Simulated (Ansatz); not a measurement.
Program: Ansatz. Geometries: PBE0-D4/def2-TZVP. ΔE: electronic, gas phase. CCSD(T)/CBS adds triple-zeta CCSD(T) − MP2 to the extrapolated MP2 energy (def2 sets, frozen cores). DFT in def2-TZVPP. B3LYP here is the variant with VWN-RPA as its local correlation; programs differ in this. HSE06 is defined as in plane-wave codes. Elements past krypton have def2 core potentials. For Ga, In outer-core shells are correlated without core-valence functions, which leaves a few kJ/mol of doubt a bond. Scalar relativity is left out up to krypton. One conformer a species, not always the lowest.

`C#[C][Ga]([CH3])[C]#C` + `[NH2][InH2]` → `C#[C][InH][NH2]` + `C#[C][GaH][CH3]`  (formal exchange of groups at a C–Ga bond)

```json
{"level": "LDA (SPW92)", "ΔE (kJ/mol)": "18.3", "difference from CCSD(T)/CBS": "6.3"}
{"level": "PBE-D4", "ΔE (kJ/mol)": "16.0", "difference from CCSD(T)/CBS": "4.0"}
{"level": "revPBE-D4", "ΔE (kJ/mol)": "16.5", "difference from CCSD(T)/CBS": "4.5"}
{"level": "BLYP-D4", "ΔE (kJ/mol)": "16.9", "difference from CCSD(T)/CBS": "4.9"}
{"level": "r2SCAN-D4", "ΔE (kJ/mol)": "15.8", "difference from CCSD(T)/CBS": "3.8"}
{"level": "B97M-V", "ΔE (kJ/mol)": "16.7", "difference from CCSD(T)/CBS": "4.7"}
{"level": "PBE0-D4", "ΔE (kJ/mol)": "15.0", "difference from CCSD(T)/CBS": "3.0"}
{"level": "B3LYP-D4", "ΔE (kJ/mol)": "16.0", "difference from CCSD(T)/CBS": "4.0"}
{"level": "r2SCANh-D4", "ΔE (kJ/mol)": "15.5", "difference from CCSD(T)/CBS": "3.5"}
{"level": "r2SCAN0-D4", "ΔE (kJ/mol)": "15.1", "difference from CCSD(T)/CBS": "3.1"}
{"level": "HSE06-D4", "ΔE (kJ/mol)": "15.0", "difference from CCSD(T)/CBS": "3.0"}
{"level": "BHLYP-D4", "ΔE (kJ/mol)": "14.6", "difference from CCSD(T)/CBS": "2.6"}
{"level": "CAM-B3LYP-D4", "ΔE (kJ/mol)": "14.8", "difference from CCSD(T)/CBS": "2.8"}
{"level": "B2PLYP", "ΔE (kJ/mol)": "13.3", "difference from CCSD(T)/CBS": "1.3"}
{"level": "PBE-QIDH", "ΔE (kJ/mol)": "12.8", "difference from CCSD(T)/CBS": "0.8"}
{"level": "PBE", "ΔE (kJ/mol)": "14.7", "difference from CCSD(T)/CBS": "2.7"}
{"level": "BLYP", "ΔE (kJ/mol)": "14.5", "difference from CCSD(T)/CBS": "2.5"}
{"level": "r2SCAN", "ΔE (kJ/mol)": "15.3", "difference from CCSD(T)/CBS": "3.3"}
{"level": "PBE0", "ΔE (kJ/mol)": "13.9", "difference from CCSD(T)/CBS": "1.9"}
{"level": "r2SCANh", "ΔE (kJ/mol)": "15.0", "difference from CCSD(T)/CBS": "3.0"}
{"level": "r2SCAN0", "ΔE (kJ/mol)": "14.6", "difference from CCSD(T)/CBS": "2.6"}
{"level": "HSE06", "ΔE (kJ/mol)": "13.9", "difference from CCSD(T)/CBS": "1.9"}
{"level": "BHLYP", "ΔE (kJ/mol)": "13.2", "difference from CCSD(T)/CBS": "1.2"}
{"level": "CAM-B3LYP", "ΔE (kJ/mol)": "13.6", "difference from CCSD(T)/CBS": "1.6"}
{"level": "LC-ωPBE", "ΔE (kJ/mol)": "11.3", "difference from CCSD(T)/CBS": "-0.7"}
{"level": "HF/def2-SVP", "ΔE (kJ/mol)": "15.2", "difference from CCSD(T)/CBS": "3.2"}
{"level": "MP2/def2-SVP", "ΔE (kJ/mol)": "16.3", "difference from CCSD(T)/CBS": "4.3"}
{"level": "CCSD/def2-SVP", "ΔE (kJ/mol)": "15.6", "difference from CCSD(T)/CBS": "3.6"}
{"level": "CCSD(T)/def2-SVP", "ΔE (kJ/mol)": "16.4", "difference from CCSD(T)/CBS": "4.4"}
{"level": "HF/def2-TZVPP", "ΔE (kJ/mol)": "10.9", "difference from CCSD(T)/CBS": "-1.1"}
{"level": "MP2/def2-TZVPP", "ΔE (kJ/mol)": "11.9", "difference from CCSD(T)/CBS": "-0.1"}
{"level": "SCS-MP2/def2-TZVPP", "ΔE (kJ/mol)": "11.4", "difference from CCSD(T)/CBS": "-0.6"}
{"level": "CCSD/def2-TZVPP", "ΔE (kJ/mol)": "12.5", "difference from CCSD(T)/CBS": "0.5"}
{"level": "CCSD(T)/def2-TZVPP", "ΔE (kJ/mol)": "12.6", "difference from CCSD(T)/CBS": "0.6"}
{"level": "HF/def2-QZVPP", "ΔE (kJ/mol)": "10.4", "difference from CCSD(T)/CBS": "-1.6"}
{"level": "MP2/def2-QZVPP", "ΔE (kJ/mol)": "11.4", "difference from CCSD(T)/CBS": "-0.6"}
{"level": "SCS-MP2/def2-QZVPP", "ΔE (kJ/mol)": "11.0", "difference from CCSD(T)/CBS": "-1.0"}
{"level": "HF/CBS(def2)", "ΔE (kJ/mol)": "10.3", "difference from CCSD(T)/CBS": "-1.7"}
{"level": "MP2/CBS(def2)", "ΔE (kJ/mol)": "11.3", "difference from CCSD(T)/CBS": "-0.7"}
{"level": "CCSD/CBS(def2)", "ΔE (kJ/mol)": "11.9", "difference from CCSD(T)/CBS": "-0.1"}
{"level": "CCSD(T)/CBS", "ΔE (kJ/mol)": "12.0", "difference from CCSD(T)/CBS": "0"}
```

Largest T1 diagnostic among the species: 0.016.

At CCSD(T), def2-SVP lies +4.4 kJ/mol from the extrapolated value and def2-TZVPP +0.6 kJ/mol. Leaving LDA and LC-ωPBE aside and taking each functional with its dispersion term where it has one, the values, not all of them listed here, spread over 4.9 kJ/mol, from ωB97X-V to BLYP-D4. LDA lies +3.5 kJ/mol from PBE without D4.
